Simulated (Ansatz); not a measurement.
`C[SiH2]N` and `N[SiH2]CBS` differ in one atom or group.

Ansatz, PBE0-D4/def2-TZVP geometries, multiplicity 1. Each molecule was computed in one conformer, which needn't be the lowest.

```json
{"property": "size of the dipole moment (ωB97M-V/def2-TZVPP) / D", "`C[SiH2]N`": "1.52"}
{"property": "HOMO–LUMO gap (ωB97M-V/def2-TZVPP) / eV", "`C[SiH2]N`": "11.69"}
{"property": "LUMO energy (PBE/def2-TZVPP) / eV", "`C[SiH2]N`": "-0.14"}
{"property": "size of the dipole moment (PBE/def2-TZVPP) / D", "`C[SiH2]N`": "1.51"}
{"property": "HOMO–LUMO gap (B3LYP/def2-TZVPP) / eV", "`C[SiH2]N`": "7.34"}
{"property": "HOMO energy (PBE0/def2-TZVPP) / eV", "`C[SiH2]N`": "-7.19"}
```

Q: Give the same properties after the change, and the shifts. (Estimate.)

A: Computed: 
```
                                          property  `N[SiH2]CBS`  shift
size of the dipole moment (ωB97M-V/def2-TZVPP) / D          1.28  -0.24
           HOMO–LUMO gap (ωB97M-V/def2-TZVPP) / eV         10.79  -0.90
                 LUMO energy (PBE/def2-TZVPP) / eV         -1.82  -1.68
    size of the dipole moment (PBE/def2-TZVPP) / D          1.36  -0.15
             HOMO–LUMO gap (B3LYP/def2-TZVPP) / eV          6.15  -1.19
                HOMO energy (PBE0/def2-TZVPP) / eV         -7.46  -0.27
```

With PBE0 the HOMO falls by 0.27 eV and the LUMO falls by 1.60 eV, so the gap narrows by about 1.33 eV. PBE moves the HOMO by -0.28 eV and ωB97M-V by -0.23 eV. Dipoles are sizes alone; their direction can turn.

B3LYP here is the variant with VWN-RPA as its local correlation; programs differ in this.
